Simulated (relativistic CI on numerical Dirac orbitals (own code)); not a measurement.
# Ligand-field terms of d8

Computed with a parametric ligand-field model of a d^n configuration (Racah B and C, spin-orbit zeta, crystal field), exact diagonalisation.

Field parameters in Wybourne normalisation: D4h B²₀ = −7Ds, B⁴₀ = 21(Dq − Dt), B⁴₄ = 21√(5/14) Dq; Oh B⁴₀ = 21Dq, B⁴₄ = √(5/14) B⁴₀. The field is a parameter set, without covalency.

Ground term and bands for B = 960, C = 4770, ζ = 0 cm⁻¹, Oh, 10Dq = 3250 cm⁻¹?

Ground term 3A2 with 2.00 electrons in the two orbitals of the cubic e set. Spin-allowed: 3T2 3250 cm⁻¹ (3077 nm), 3T1 5716 cm⁻¹ (1750 nm), 3T1 18434 cm⁻¹ (542 nm). Lowest spin-forbidden: 1E 15953 cm⁻¹ (627 nm), 1T2 18639 cm⁻¹ (537 nm), 1A1 23371 cm⁻¹ (428 nm). With an A2 ground term the first spin-allowed band lies at |10Dq| itself.

Ground term and bands for B = 930, C = 3480, ζ = 0 cm⁻¹, D4h, 10Dq = 27300, Ds = -1500, Dt = 160 cm⁻¹?

Ground term 3B1 with 2.00 electrons in the two orbitals of the cubic e set. Spin-allowed: 3E 25282 cm⁻¹ (396 nm), 3B2 27300 cm⁻¹ (366 nm), 3E 33779 cm⁻¹ (296 nm), 3A2 40862 cm⁻¹ (245 nm). Lowest spin-forbidden: 1A1 12347 cm⁻¹ (810 nm), 1B1 14194 cm⁻¹ (705 nm), 1A1 27797 cm⁻¹ (360 nm).

Ground term and bands for B = 990, C = 4540, ζ = 0 cm⁻¹, D4h, 10Dq = 29250, Ds = 3000, Dt = 230 cm⁻¹?

Ground term 3B1 with 2.00 electrons in the two orbitals of the cubic e set. Spin-allowed: 3E 25532 cm⁻¹ (392 nm), 3A2 27026 cm⁻¹ (370 nm), 3B2 29250 cm⁻¹ (342 nm), 3E 44535 cm⁻¹ (225 nm). Lowest spin-forbidden: 1A1 9038 cm⁻¹ (1106 nm), 1B1 16811 cm⁻¹ (595 nm), 1A2 37060 cm⁻¹ (270 nm).

Ground term and bands for B = 400, C = 1840, ζ = 0 cm⁻¹, D4h, 10Dq = 19350, Ds = -1500, Dt = 10 cm⁻¹?

Ground term 3B1 with 2.00 electrons in the two orbitals of the cubic e set. Spin-allowed: 3E 17359 cm⁻¹ (576 nm), 3B2 19350 cm⁻¹ (517 nm), 3E 22706 cm⁻¹ (440 nm), 3A2 29324 cm⁻¹ (341 nm). Lowest spin-forbidden: 1A1 3218 cm⁻¹ (3107 nm), 1B1 6827 cm⁻¹ (1465 nm), 1A1 16341 cm⁻¹ (612 nm).

Ground term and bands for B = 980, C = 4430, ζ = 0 cm⁻¹, Oh, 10Dq = 5500 cm⁻¹?

Ground term 3A2 with 2.00 electrons in the two orbitals of the cubic e set. Spin-allowed: 3T2 5500 cm⁻¹ (1818 nm), 3T1 9490 cm⁻¹ (1054 nm), 3T1 21710 cm⁻¹ (461 nm). Lowest spin-forbidden: 1E 15805 cm⁻¹ (633 nm), 1T2 20747 cm⁻¹ (482 nm), 1A1 24190 cm⁻¹ (413 nm). With an A2 ground term the first spin-allowed band lies at |10Dq| itself.
